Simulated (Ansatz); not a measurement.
CH5AlN2O, SMILES `C=[N][Al]([NH2])[OH]`, relaxed with RKS PBE-D4/def2-SVP in Ansatz 0.2.0 from a rough embedded geometry. The force threshold is 0.03 eV/Å; the program also tests the step.

Charge 0, multiplicity 1.

Start:

```xyz
10

C    -0.494   -0.285   -1.905
N     0.572   -0.366   -1.303
Al    0.645   -0.153    0.562
N    -0.838    0.258    1.607
O     2.286   -0.339    1.439
H    -1.456   -0.008   -1.453
H    -0.504   -0.376   -3.015
H    -1.553   -0.498    1.386
H    -1.312    1.165    1.211
H     2.654    0.601    1.471
```

**Question.** How much energy does the relaxation release, and in how many steps? (Best estimate.)

**Answer.** The calculation gave: 27.52 kcal/mol, in 34 steps, 3 of them rejected.

**Question.** Which bonds change most? (An estimate is asked.)

**Answer.** The calculation gave: Al3–O5 from 1.870 to 1.719 Å; N2–Al3 from 1.879 to 1.776 Å; Al3–N4 from 1.860 to 1.781 Å; N4–H9 from 1.097 to 1.022 Å.

**Question.** Give the relaxed structure. (Estimate.)

**Answer.** Computed: 
```xyz
10

C    -0.391   -0.399   -2.313
N    -0.052    0.009   -1.173
Al    0.379    0.014    0.550
N    -0.794    0.649    1.730
O     1.971   -0.494    0.953
H    -0.632   -1.471   -2.554
H    -0.482    0.291   -3.196
H    -0.728    0.565    2.744
H    -1.679    1.091    1.474
H     2.408   -0.255    1.784
```
